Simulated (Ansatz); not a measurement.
Si₂₈H₃₄, a nanocrystal cut from hexagonal silicon, 62 atoms. Hardware: 4 threads of AMD EPYC 7R13 on a shared host and a share (37 GiB) of an NVIDIA H100 80GB HBM3.

Correlated methods freeze 140 core orbitals. Single mean-field runs in def2-SVP, def2-TZVP are fitted with def2-universal-jkfit.

Task: How many basis functions does each of these Ansatz runs have, and roughly what does it cost? r2SCAN-D4/def2-SVP, charge 0 singlet, relaxation, 5 steps; PBE-D4/def2-SVP, charge -1 doublet at the geometry of the charge 0 singlet, energy, from earlier orbitals; PBE-D4/def2-SVP, charge 0 triplet at the geometry of the charge 0 singlet, energy, from earlier orbitals; B3LYP-D4/def2-SVP, charge -1 doublet at the geometry of the charge 0 singlet, energy, from earlier orbitals; PBE-D4/def2-SVP, charge 0 singlet, energy, from earlier orbitals; PBE-D4/def2-SVP, charge 1 doublet at the geometry of the charge 0 singlet, energy, from earlier orbitals; B97M-V/def2-SVP, charge 0 singlet, energy, from earlier orbitals; RPA@PBE/def2-SVP, charge 0 singlet, energy, from earlier orbitals; PBE0-D4/def2-SVP, charge 0 triplet at the geometry of the charge 0 singlet, energy; MP2/def2-SVP, charge 0 singlet, energy, from earlier orbitals; PBE0-D4/def2-TZVP, charge 0 singlet, energy, from earlier orbitals; PBE-D4/def2-TZVP, charge 0 singlet, energy, from earlier orbitals.

Result: Other jobs shared the machine, so times can vary by a factor of up to 3.

| run | functions | fitting or Cholesky vectors | wall time | peak host memory (GiB) |
| --- | --- | --- | --- | --- |
| PBE-D4/def2-SVP, charge 0 singlet, energy, from earlier orbitals | 674 | 4196 | 4 s | 1.2 |
| PBE-D4/def2-SVP, charge 1 doublet at the geometry of the charge 0 singlet, energy, from earlier orbitals | 674 | 4196 | 8 s | 1.5 |
| B97M-V/def2-SVP, charge 0 singlet, energy, from earlier orbitals | 674 | 4196 | 9 s | 1.7 |
| PBE-D4/def2-SVP, charge -1 doublet at the geometry of the charge 0 singlet, energy, from earlier orbitals | 674 | 4196 | 9 s | 1.5 |
| PBE-D4/def2-TZVP, charge 0 singlet, energy, from earlier orbitals | 1240 | 4196 | 10 s | 1.5 |
| PBE-D4/def2-SVP, charge 0 triplet at the geometry of the charge 0 singlet, energy, from earlier orbitals | 674 | 4196 | 10 s | 1.5 |
| RPA@PBE/def2-SVP, charge 0 singlet, energy, from earlier orbitals | 674 | 6450 | 12 s | 6 |
| MP2/def2-SVP, charge 0 singlet, energy, from earlier orbitals | 674 | 6450 | 14 s | 1.6 |
| PBE0-D4/def2-TZVP, charge 0 singlet, energy, from earlier orbitals | 1240 | 4196 | 16 s | 1.5 |
| B3LYP-D4/def2-SVP, charge -1 doublet at the geometry of the charge 0 singlet, energy, from earlier orbitals | 674 | 4196 | 19 s | 1.5 |
| r2SCAN-D4/def2-SVP, charge 0 singlet, relaxation, 5 steps | 674 | 4196 | 27 s | 1.4 |
| PBE0-D4/def2-SVP, charge 0 triplet at the geometry of the charge 0 singlet, energy | 674 | 4196 | 29 s | 1.5 |
